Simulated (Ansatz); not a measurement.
Relaxation of AlBFH3O2 (8 atoms, charge 0, multiplicity 1), to a largest force component of 0.015 eV/Å in at most 40 steps.

These are results of Ansatz 0.2.0, RKS PBE-D4/def2-SVP, not measurements.

```xyz
8
Properties=species:S:1:pos:R:3
B -0.191 1.533 0.115
O 1.019 0.852 0.237
Al 2.181 2.137 0.865
O 3.167 3.078 -0.317
F 2.427 2.346 2.647
H -0.981 1.668 1.020
H -0.464 2.152 -0.897
H 2.562 3.892 -0.473
```

Question: Where does it end, and by what steps?

Answer: The run converged. The force dipped under the threshold on the way, but the program's further checks kept it going. After 23 steps the energy has fallen by 1.315 eV; H7 moved furthest, 1.55 Å.

```json
{"step": "0", "energy less start (eV)": "0.0000", "largest force component (eV/Å)": "3.013", "accepted": "yes"}
{"step": "1", "energy less start (eV)": "-0.4817", "largest force component (eV/Å)": "1.801", "accepted": "yes"}
{"step": "2", "energy less start (eV)": "-0.7730", "largest force component (eV/Å)": "1.176", "accepted": "yes"}
{"step": "3", "energy less start (eV)": "-0.9324", "largest force component (eV/Å)": "0.507", "accepted": "yes"}
{"step": "4", "energy less start (eV)": "-1.0108", "largest force component (eV/Å)": "0.975", "accepted": "yes"}
{"step": "5", "energy less start (eV)": "-1.1089", "largest force component (eV/Å)": "0.514", "accepted": "yes"}
{"step": "6", "energy less start (eV)": "-1.1982", "largest force component (eV/Å)": "0.388", "accepted": "yes"}
{"step": "7", "energy less start (eV)": "-1.2455", "largest force component (eV/Å)": "0.088", "accepted": "yes"}
{"step": "8", "energy less start (eV)": "-1.2585", "largest force component (eV/Å)": "0.047", "accepted": "yes"}
{"step": "9", "energy less start (eV)": "-1.2531", "largest force component (eV/Å)": "0.442", "accepted": "no"}
{"step": "10", "energy less start (eV)": "-1.2638", "largest force component (eV/Å)": "0.051", "accepted": "yes"}
{"step": "11", "energy less start (eV)": "-1.2660", "largest force component (eV/Å)": "0.238", "accepted": "yes"}
{"step": "12", "energy less start (eV)": "-1.2538", "largest force component (eV/Å)": "0.665", "accepted": "no"}
{"step": "13", "energy less start (eV)": "-1.2721", "largest force component (eV/Å)": "0.101", "accepted": "yes"}
{"step": "14", "energy less start (eV)": "-1.2766", "largest force component (eV/Å)": "0.103", "accepted": "yes"}
{"step": "15", "energy less start (eV)": "-1.2816", "largest force component (eV/Å)": "0.186", "accepted": "yes"}
{"step": "16", "energy less start (eV)": "-1.2830", "largest force component (eV/Å)": "0.395", "accepted": "yes"}
{"step": "17", "energy less start (eV)": "-1.2983", "largest force component (eV/Å)": "0.185", "accepted": "yes"}
{"step": "18", "energy less start (eV)": "-1.3039", "largest force component (eV/Å)": "0.648", "accepted": "yes"}
{"step": "19", "energy less start (eV)": "-1.3139", "largest force component (eV/Å)": "0.054", "accepted": "yes"}
{"step": "20", "energy less start (eV)": "-1.3153", "largest force component (eV/Å)": "0.013", "accepted": "yes"}
{"step": "21", "energy less start (eV)": "-1.3153", "largest force component (eV/Å)": "0.024", "accepted": "yes"}
{"step": "22", "energy less start (eV)": "-1.3139", "largest force component (eV/Å)": "0.115", "accepted": "no"}
{"step": "23", "energy less start (eV)": "-1.3154", "largest force component (eV/Å)": "0.005", "accepted": "yes"}
```

```xyz
8
Properties=species:S:1:pos:R:3
B -0.460 1.473 0.093
O 0.772 1.890 0.437
Al 2.331 2.365 0.927
O 3.194 3.639 0.210
F 3.050 1.535 2.177
H -1.436 1.968 0.642
H -0.583 0.612 -0.769
H 2.852 4.176 -0.521
```

Whether the end is a true minimum wasn't checked by a vibrational analysis.

Run time: 68 s on 1 thread of Arm Neoverse V1 (shared host), peak memory 0.14 GiB.
